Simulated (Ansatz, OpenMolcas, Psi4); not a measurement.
# A small benchmark: atomisation enthalpy at 298 K

8 molecules; the atomisation enthalpy at 298 K in kJ/mol, computed less measured. Shapes, held fixed at every level: PBE0-D4/def2-TZVP. Flexible molecules stand in one conformer, not always the lowest. Thermal terms are harmonic and unscaled (PBE0-D4/def2-TZVP); the spin-orbit lowering of the free atoms is taken from their spectra. Programs: Ansatz 0.2.0, OpenMolcas 26.06, Psi4 1.11. A level may come from different programs for different species; with the same settings they agree closely. Measured values: Active Thermochemical Tables, NIST-JANAF tables.

Levels: A = SVWN5/aug-cc-pVDZ; B = PBE/aug-cc-pVDZ; C = r2SCAN0/aug-cc-pVDZ.

```csv
molecule,from tabulated heats,A,B,C
BClF2 (chlorodifluoroborane),1736,+252,+3,-77
BF3 (boron trifluoride),1944,+264,-16,-111
CH2ClF (chlorofluoromethane),1617,+272,+25,-57
SiH3Cl (chlorosilane),1367,+85,-74,-55
SiH2F2 (SMILES F[SiH2]F),1836,+97,-137,-163
C2H2F2 (SMILES C=C(F)F),2361,+445,+79,-74
C2H2O2 (glyoxal),2581,+454,+84,-120
C2H5F (SMILES CCF),2876,+377,+7,-72
```

Question: Which level does best on this set, which worst, and which err to one side?

Answer: 
```csv
level,kind,mean error,mean absolute error,worst case
SVWN5/aug-cc-pVDZ,LDA,+280.8,280.8,C2H2O2
PBE/aug-cc-pVDZ,GGA,-3.6,53.1,SiH2F2
r2SCAN0/aug-cc-pVDZ,global hybrid,-91.1,91.1,SiH2F2
```

On this set PBE/aug-cc-pVDZ has the smallest mean absolute error and SVWN5/aug-cc-pVDZ the largest. SVWN5/aug-cc-pVDZ is too high in 8 of 8; r2SCAN0/aug-cc-pVDZ is too low in 8 of 8. The heats of SiH3Cl (chlorosilane) come from older tables and can be uncertain by 10 kJ/mol or more. Heats of the atoms come from ATcT where it has them, that of boron, 570 kJ/mol, from recent work. The tabulated values of BClF2, SiH2F2, C2H2F2 are in doubt (older tables, estimates, or at odds with other calculations) and kept here. Over the 5 molecules whose values aren't doubted the mean absolute errors are A 290.4; B 41.2; C 83.0. A functional in a double-zeta set wins here by errors that cancel. The set is small.
